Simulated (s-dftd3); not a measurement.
CdCl₂, singlet, at a GFN2-xTB geometry (such geometries of metal compounds can be far from the true shape); D3(bj) for hf in s-dftd3 1.4.0.

s-dftd3 was given this input:
```
$ s-dftd3 mol.xyz --bj hf --json dftd3.json --noedisp --grad

# file mol.xyz
3

Cd    -0.39671305     0.18389913    -0.31449633
Cl     1.79622522     0.09929264    -0.90545355
Cl    -0.67609427    -0.61853724     1.79344318
```

What the program printed (banner, timings and long lists left out):

```
-----------------------------------
 s i m p l e   D F T - D 3  v1.4.0
-----------------------------------

Rational (Becke-Johnson) damping: hf-D3(BJ)
---------------------
  s6         1.0000
  s8         0.9171
  s9         0.0000
  a1         0.3385
  a2         2.8830
 alp        14.0000
--------------------

Dispersion energy:      -2.6688233577951E-02 Eh

Gradient norm:           6.1911594515050E-03 Eh/a0
--------------------------------------------------
     #    Z           dE/dx      dE/dy      dE/dz
--------------------------------------------------
     1   48 Cd   -2.381E-03  1.104E-03 -1.887E-03
     2   17 Cl    3.421E-03  9.591E-05 -1.492E-03
     3   17 Cl   -1.041E-03 -1.200E-03  3.379E-03
--------------------------------------------------

Virial:
--------------------------------------------------
      component           x          y          z
--------------------------------------------------
          x       1.473E-02  1.031E-03 -7.966E-03
          y       1.031E-03  1.804E-03 -4.886E-03
          z      -7.966E-03 -4.886E-03  1.513E-02
--------------------------------------------------

[Info] JSON dump of results written to 'dftd3.json'
```
